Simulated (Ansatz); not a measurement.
Basis sets compared for BeMeBr (CH3BeBr). Charge 0, multiplicity 1. Geometry PBE0-D4/def2-TZVP. Ansatz on 4 threads of Arm Neoverse V1 on a shared host; times are rough, and most runs start from earlier orbitals.

| atom | x (Å) | y (Å) | z (Å) |
| --- | --- | --- | --- |
| Be1 | -0.409 | -0.680 | -0.590 |
| C2 | 0.280 | 0.473 | 0.406 |
| H3 | -0.086 | 1.479 | 0.177 |
| H4 | 1.370 | 0.492 | 0.304 |
| H5 | 0.057 | 0.279 | 1.460 |
| Br6 | -1.211 | -2.043 | -1.757 |

Binding counts from free atoms (Be singlet, C triplet, H doublet, Br doublet) in the same basis, without a counterpoise term.

```
                         level  functions  energy (Eh)  HOMO (eV)  LUMO (eV)  binding per atom (eV)  wall time
               PBE-D4/def2-SVP         70   -2628.0467      -7.40      -0.80                   3.54      0.4 s
PBE-D4/def2-TZVP (with forces)        116   -2628.4212      -7.48      -0.83                   3.53     0.75 s
           r2SCAN-D4/def2-TZVP        116   -2628.8500      -7.80      -0.37                   3.52      1.4 s
              PBE0-D4/def2-SVP         70   -2628.1542      -8.69      -0.01                   3.51     0.55 s
             PBE0-D4/def2-TZVP        116   -2628.5271      -8.74      -0.18                   3.50        1 s
```

Question: Estimate the rows for PBE-D4/def2-TZVPD, r2SCAN-D4/def2-TZVPD, PBE0-D4/def2-TZVPD.

Answer: 
| level | functions | energy (Eh) | HOMO (eV) | LUMO (eV) | binding per atom (eV) | wall time |
| --- | --- | --- | --- | --- | --- | --- |
| PBE-D4/def2-TZVPD | 143 | -2628.4228 | -7.51 | -0.90 | 3.53 | 0.8 s |
| r2SCAN-D4/def2-TZVPD | 143 | -2628.8511 | -7.81 | -0.42 | 3.53 | 1.8 s |
| PBE0-D4/def2-TZVPD | 143 | -2628.5284 | -8.77 | -0.32 | 3.50 | 1.1 s |
